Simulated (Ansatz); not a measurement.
Basis sets compared for Ge₄F₈. The state is a singlet with charge 0. Geometry PBE-D4/def2-SVP. Ansatz on 4 threads of Intel Xeon 6975P-C on a shared host; times are rough, and most runs start from earlier orbitals.

```xyz
12

Ge    1.3148    2.2081    0.2986
Ge    0.5977   -0.7227    2.4918
Ge    0.9676    0.1740   -1.3526
Ge   -1.3084   -0.5730   -0.4083
F     1.2823    1.0493    1.9524
F     0.4083    0.9067   -2.8640
F    -0.4934    2.1022    0.1925
F    -1.1040   -0.3654    1.5369
F    -1.7319   -2.2714   -0.3081
F     1.2295   -1.4000    0.9432
F     1.7134   -1.2974   -1.9599
F    -2.8759    0.1895   -0.5226
```

The structure comes from a short search, and lower isomers may exist.

Binding counts from free atoms (Ge triplet, F doublet) in the same basis, without a counterpoise term.

```json
{"level": "PBE-D4/def2-SVP", "functions": "240", "energy (Eh)": "-9103.4912", "HOMO (eV)": "-6.57", "LUMO (eV)": "-3.13", "binding per atom (eV)": "4.10", "wall time": "2.6 s"}
{"level": "PBE0-D4/def2-SVP", "functions": "240", "energy (Eh)": "-9103.6625", "HOMO (eV)": "-7.70", "LUMO (eV)": "-2.47", "binding per atom (eV)": "3.83", "wall time": "5.5 s"}
```

(1) Estimate the rows for PBE-D4/def2-TZVP, PBE0-D4/def2-TZVP (with forces).

## Answers

(1) 
```json
{"level": "PBE-D4/def2-TZVP", "functions": "440", "energy (Eh)": "-9105.5416", "HOMO (eV)": "-6.77", "LUMO (eV)": "-3.33", "binding per atom (eV)": "4.04", "wall time": "7.5 s"}
{"level": "PBE0-D4/def2-TZVP (with forces)", "functions": "440", "energy (Eh)": "-9105.7092", "HOMO (eV)": "-7.81", "LUMO (eV)": "-2.60", "binding per atom (eV)": "3.81", "wall time": "26 s"}
```
